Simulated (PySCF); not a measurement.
A structure optimised at PBE0-D3(BJ)/def2-TZVPD, used in a PySCF frequency run:

```
Ga
H 1 1.5686
H 1 1.5686 2 120.00
H 1 1.5686 2 120.00 3 180.00
```
Charge 0, spin multiplicity 1.

Problem. Write its SMILES, formula and point group.

Solution. [GaH3], GaH3, D3h

Problem. What are its rotational constants (standard atomic weights)?

Solution. 135.84, 135.84, 67.922 GHz
